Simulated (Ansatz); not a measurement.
`CCCCOC(C)(C)C` + `COC(=O)O` → `CCCOC(=O)OC` + `COC(C)(C)C`  (substitution at a C–C bond)

Calculated with Ansatz (gas phase, PBE0-D4/def2-TZVP geometries, no zero-point term in ΔE). CBS: MP2 limit from def2 TZ/QZ plus the TZ coupled-cluster correction, frozen cores. DFT in def2-TZVPP. B3LYP here is the variant with VWN-RPA as its local correlation; programs differ in this. One conformer a species, not always the lowest.

| level | ΔE (kJ/mol) | difference from CCSD(T)/CBS |
| --- | --- | --- |
| revPBE-D4 | 44.9 | -0.7 |
| BLYP-D4 | 37.8 | -7.8 |
| B97M-V | 43.3 | -2.3 |
| PBE0-D4 | 45.9 | 0.3 |
| B3LYP-D4 | 39.7 | -5.9 |
| PBE-QIDH | 46.7 | 1.1 |
| revPBE | 38.7 | -6.9 |
| PBE0 | 42.8 | -2.8 |
| B3LYP | 35.1 | -10.5 |
| r2SCANh | 42.0 | -3.6 |
| HF/def2-SVP | 35.4 | -10.2 |
| CCSD/def2-SVP | 46.5 | 0.9 |
| CCSD(T)/def2-SVP | 46.8 | 1.2 |
| HF/def2-TZVPP | 33.3 | -12.3 |
| MP2/def2-QZVPP | 50.4 | 4.8 |
| MP2/CBS(def2) | 50.9 | 5.3 |
| CCSD(T)/CBS | 45.6 | 0 |

Largest T1 diagnostic among the species: 0.014.

In def2-TZVPP, CCSD(T) changes the Hartree–Fock value by +11.8 kJ/mol (the triples alone add +0.5 kJ/mol) and MP2 by +17.1 kJ/mol. The D4 term adds +4.6 kJ/mol with B3LYP and +3.1 kJ/mol with PBE0; it sums over pairs of atoms, weighted by their polarisabilities, and B3LYP, whose exchange is more repulsive, gets the larger term. From BLYP to BHLYP (50 % exact exchange), in def2-TZVPP and without D4, ΔE moves by +4.2 kJ/mol.
